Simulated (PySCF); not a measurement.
H7Si3, SMILES [SiH2][SiH2][SiH3] (connectivity only; charge and spin as stated), charge +1, multiplicity 1. Atoms are numbered in the order given.

```xyz
10

Si     0.4721     1.8355     0.0000
Si    -1.0228     0.0648     0.0000
Si     0.4955    -1.8105     0.0000
H      1.0967     2.3793     1.2335
H      1.0967     2.3793    -1.2335
H     -1.8053     0.1849    -1.2566
H     -1.8053     0.1849     1.2566
H     -0.4358    -2.9680     0.0000
H      1.3136    -1.7089    -1.2338
H      1.3136    -1.7089     1.2338
```
Charge +1, spin multiplicity 1.

Coordinates come from a B3LYP-D3(BJ)/def2-SVP optimisation. The spin state was assumed, not searched. The isomer is the one that the SMILES or the coordinates give; other isomers of the formula were not compared.

All values below come from PBE/def2-TZVPD run with PySCF.

Mulliken values depend strongly on the basis, most of all with diffuse functions as here. ESP charges are fitted to the potential on shells at 1.4 to 2.0 van der Waals radii. Atomic charges (e):

| atom | Mulliken | ESP fit | IAO |
|---|---|---|---|
| Si1 | 0.29 | 0.61 | (withheld) |
| Si2 | 0.13 | -0.06 | 0.19 |
| Si3 | 0.07 | 0.18 | (withheld) |
| H4 | 0.11 | 0.00 | -0.02 |
| H5 | 0.11 | 0.00 | -0.02 |
| H6 | 0.07 | 0.08 | (withheld) |
| H7 | 0.07 | 0.08 | (withheld) |
| H8 | 0.06 | 0.08 | -0.02 |
| H9 | 0.05 | 0.01 | -0.05 |
| H10 | 0.05 | 0.01 | -0.05 |

Question: Complete the blanks. (Estimate from the structure and the level; the computed values follow.)

Answer: 
- Si1, IAO: 0.65
- Si3, IAO: 0.36
- H6, IAO: -0.01
- H7, IAO: -0.01
